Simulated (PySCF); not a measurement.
Geometries of 3 isomers of C5H7F3, from PySCF, PBE0-D3(BJ)/def2-SVP geometry optimisation, gas phase. One conformer each, no zero-point energy, no frequencies.

Question: Which isomer lies lowest at this level?
A.
```xyz
15
angstrom
F      0.999   -1.150   -1.396
C      0.543   -1.137   -0.099
C     -0.948   -0.879   -0.077
C     -1.071    0.612   -0.443
C      0.245    1.267    0.029
C      1.085    0.122    0.574
F      2.406    0.289    0.390
F      0.882   -0.020    1.914
H      0.877   -2.054    0.409
H     -1.313   -1.065    0.945
H     -1.488   -1.550   -0.759
H     -1.959    1.072    0.012
H     -1.174    0.721   -1.531
H      0.109    2.021    0.816
H      0.793    1.735   -0.800
```
B.
```xyz
15
angstrom
C      0.585   -1.360   -0.208
C      0.433    0.116   -0.016
C     -0.728    0.763    0.139
C     -2.069    0.103    0.144
F     -2.319   -0.532   -1.032
F     -2.155   -0.845    1.114
C      1.723    0.879    0.001
F      1.546    2.219    0.189
H     -0.380   -1.873   -0.269
H      1.158   -1.799    0.625
H      1.150   -1.572   -1.131
H     -0.710    1.847    0.272
H     -2.885    0.826    0.312
H      2.258    0.721   -0.955
H      2.372    0.489    0.808
```
C.
```xyz
15
angstrom
C     -1.723   -0.836   -0.333
C     -0.456   -0.083   -0.056
C      0.740   -0.677   -0.162
C      2.098   -0.103    0.073
F      2.941   -0.607   -0.864
F      2.566   -0.509    1.282
C     -0.709    1.344    0.329
F      0.407    2.048    0.689
H     -2.384   -0.844    0.550
H     -2.293   -0.365   -1.152
H     -1.516   -1.876   -0.617
H      0.772   -1.738   -0.433
H      2.147    0.991    0.032
H     -1.196    1.868   -0.515
H     -1.419    1.363    1.176
```

Answer: A. That is `F[C@@H]1CCCC1(F)F`, 24.9 kcal/mol below the next.

```
           SMILES                                atoms numbered as above      E (Eh)  relative (kcal/mol)  relative (kJ/mol)  dipole (D)
F[C@@H]1CCCC1(F)F  [F:1][C@@H:2]1[CH2:3][CH2:4][CH2:5][C:6]1([F:7])[F:8]  -493.40861                  0.0                0.0        2.27
  C/C(=C\C(F)F)CF  [CH3:1]/[C:2](=[CH:3]\[CH:4]([F:5])[F:6])[CH2:7][F:8]  -493.36899                 24.9              104.0        1.49
  C/C(=C/C(F)F)CF  [CH3:1]/[C:2](=[CH:3]/[CH:4]([F:5])[F:6])[CH2:7][F:8]  -493.36760                 25.7              107.7        4.00
```

As drawn, the highest has a C=C bond outside aromatic rings, which the lowest lacks.
